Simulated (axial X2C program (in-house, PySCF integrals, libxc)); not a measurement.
Nuclear properties of GaF⁻

Computed with an in-house all-electron X2C program for linear molecules (integrals from PySCF): two-component X2C with atomic mean-field Coulomb and Gaunt terms, Gaussian nuclei, basis Ga dyall-acv3z, F dyall-av3z with contracted cores.

R = 1.838 Å (near the PBE0 minimum at charge -1 of the determinant lowest at the starting distance; the state shown can have its own minimum elsewhere).

Input and command:
```json
{"zs": [31, 9], "q": -1, "bas": ["dyall-acv3z", "dyall-av3z"], "r0": 1.88, "levels": ["PBE0", "HF", "PBE50", "BHandHLYP", "LDA"], "nst": 3}
```
```bash
python soeom.py task.json out
```

Keys: zs atomic numbers; q charge; bas basis sets; r0 starting distance in Å; levels methods; nst determinants followed.

Determinant lowest in the PBE0 search, Ω = 1/2 (⟨Sz⟩ = -0.50, ⟨Lz⟩ = 1.00 at PBE0), spin on the atoms Ga -0.51, F 0.01:

```
    level  Eeff magnitude (GV/cm)  Ws magnitude Ga (kHz)  A∥/gI Ga (MHz)  qzz Ga (a.u.)  A∥/gI F (MHz)  qzz F (a.u.)
     PBE0                  0.0913                 0.0836             509          -1.68           50.2          0.64
       HF                   0.238                  0.207             498          -2.00           24.6          0.64
    PBE50                   0.136                  0.122             559          -1.65           46.2          0.67
BHandHLYP                  0.0718                 0.0681             434          -1.67           43.3          0.63
      LDA                  0.0271                 0.0289             481          -1.60           63.8          0.60
```

Determinant 0.03 eV from it at PBE0 and this distance, Ω = 3/2 (⟨Sz⟩ = 0.50, ⟨Lz⟩ = 1.00 at PBE0), spin on the atoms Ga 0.51, F -0.01:

| level | Eeff magnitude (GV/cm) | Ws magnitude Ga (kHz) | A∥/gI Ga (MHz) | qzz Ga (a.u.) | A∥/gI F (MHz) | qzz F (a.u.) |
| --- | --- | --- | --- | --- | --- | --- |
| PBE0 | 0.109 | 0.0327 | 0.786 | -1.74 | 12.1 | 0.64 |
| HF | 0.259 | 0.0747 | -62 | -2.06 | 10.7 | 0.64 |
| PBE50 | 0.158 | 0.0467 | -7.32 | -1.72 | 13 | 0.67 |
| BHandHLYP | 0.0917 | 0.028 | 26.6 | -1.74 | 13.1 | 0.63 |
| LDA | 0.0472 | 0.015 | 29.6 | -1.66 | 12.9 | 0.60 |

Eeff is the effective electric field on the electron electric dipole moment in this Ω state and Ws the scalar–pseudoscalar constant of the nucleus named (defined with the proton number Z and per Ω); A∥ (defined per Ω) follows by multiplying with gI = μI/(I μN); qzz is the electric field gradient, eQq0 = 234.96 MHz × Q/barn × qzz. The operators were transformed with the bare-nucleus X2C matrices; with these basis sets, hyperfine constants and field gradients can be off by tens of per cent, and where levels differ in sign neither size nor sign is settled.

Q: With gI(69Ga) = 1.3444, Q(69Ga) = 0.171 barn (g factors from the IAEA table of nuclear moments by Stone; Q from Pyykkö, Mol. Phys. 2018), turn the PBE0 values of the first state into constants in MHz.

A: A∥(69Ga) = 509 × 1.3444 = 684 MHz; eQq0(69Ga) = 234.96 × (0.171) × (-1.68) = -67.5 MHz.

Each state is one determinant with collinear spin. Unrestricted Hartree–Fock can overshoot spin polarisation at the nuclei. For an anion, determinants above electron detachment, or with a positive highest level, are held by the basis set. Where Eeff spreads by more than a factor of two the levels disagree and none is to be relied on. The search compared states at one distance, so a state with another bond length can lie lower. Further determinants of the search, some of them spin-mixed, are not shown. Where a field gradient or hyperfine factor spreads by more than a factor of two over the levels, a constant derived from it is not to be relied on. PBE0 term energies can be off by some tenths of an eV.
